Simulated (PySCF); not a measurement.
Species: C3H8BrGeN.
InChI=1S/C3H8BrGeN/c4-5(6)2-1-3-5/h1-3,6H2

Torsions of this conformer, `[NH2:1][Ge:2]1([Br:3])[CH2:4][CH2:5][CH2:6]1`: H–N1–Ge2–Br3 173°, H–N1–Ge2–Br3 45°.

The closed-shell ground state was solved at several levels (PySCF, density fitting, gas phase). Isolated species at its PBE0-D3(BJ)/def2-SVP geometry (one conformer only). The calculation is non-relativistic and has no spin–orbit coupling, an omission that weighs most on bromine and germanium.

```csv
level,basis functions,total energy (Eh),HOMO (eV),LUMO (eV),gap (eV),dipole (D)
"B3LYP/pcJ-1 (pcSseg-1 on Br, pcSseg-1 on Ge)",270,-4824.6950,-6.93,-0.07,6.86,2.85
wB97X-D/def2-SVPD,223,-4824.4753,-9.12,1.46,10.58,2.96
```

(1) Estimate the row for PBE0/pcSseg-1, a basis of 190 functions; the other rows only guide the guess.

(2) Over all these levels, which gives the widest orbital gap and which the narrowest?

(3) How far do the dipole and the HOMO energy spread over the levels?

Results:

(1) Total energy -4823.8091 Eh, HOMO -7.22 eV, LUMO 0.15 eV, gap 7.37 eV, dipole 2.90 D.

(2) wB97X-D/def2-SVPD (range-separated hybrid) has the widest, 10.58 eV, and B3LYP/pcJ-1 (pcSseg-1 on Br, pcSseg-1 on Ge) (global hybrid, 20 % exact exchange) the narrowest, 6.86 eV. Functional and basis both differ between the two, so the spread mixes both effects.

(3) The dipole runs from 2.85 to 2.96 D (mean 2.90 D) and the HOMO from -9.12 to -6.93 eV.

Note: wB97X-D ran without an empirical dispersion term, which enters the total energy and its gradient alone.
